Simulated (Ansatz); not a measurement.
`[F][Al]([F])[Cl]` + `N=C=O` → `O=C=[N][Al]([F])[Cl]` + H–F at 700 K and 1 bar (ligand exchange at the Al–F bond).

Gas-phase electronic energies from Ansatz, PBE0-D4/def2-TZVP geometries. CBS: MP2 limit from def2 TZ/QZ plus the TZ coupled-cluster correction, frozen cores. This one scheme is used for every species. Each species was taken in one conformer, which may not be the lowest.

```
               species  CCSD(T)/CBS energy (Eh)  H − E (kJ/mol)  S (J/(mol·K))
    `[F][Al]([F])[Cl]`               -901.60711            62.2          360.6
               `N=C=O`               -168.51995            89.3          283.6
`O=C=[N][Al]([F])[Cl]`               -969.71777           110.9          452.8
                   H–F               -100.39570            45.2          198.5
```

H − E and S are ideal-gas, rigid-rotor, harmonic terms from PBE0-D4/def2-TZVP, for one conformer and one mirror image of each species. 1 Eh = 2625.50 kJ/mol, R = 8.31446 J/(mol·K).

**Question.** By hand: ΔE, ΔH, ΔS and ΔG.

**Answer.** ΔE = (-969.71777) + (-100.39570) − (-901.60711) − (-168.51995) = 0.01359 Eh = 35.7 kJ/mol. Δ(H − E) = 110.9 + 45.2 − 62.2 − 89.3 = 4.6, so ΔH = 40.3 kJ/mol. ΔS = 452.8 + 198.5 − 360.6 − 283.6 = 7.1 J/(mol·K). ΔG = 40.3 − 700 × (7.1)/1000 = 35.3 kJ/mol.

**Question.** By hand: the equilibrium constant, and the temperature at which ΔG would vanish if ΔH and ΔS stayed fixed.

**Answer.** log₁₀ K = −ΔG/(RT ln 10) = -2.6. ΔG = 0 at ΔH/ΔS = 5676 K, far beyond where these terms or the molecules hold.

The number of gas molecules stays the same, so ΔS is small and ΔH decides. A doubt of 5 kJ/mol in ΔE shifts log₁₀ K by 0.4 here. Other conformers and mirror images would add mixing entropy, several J/(mol·K) or more a flexible species. Modes under 60 cm⁻¹, often nearly free rotors, make the harmonic entropy too high. These are equilibria of isolated gas molecules and say nothing of rates. Largest T1 diagnostic: 0.018 (customary marks: 0.02 for closed shells, 0.045 for open ones).
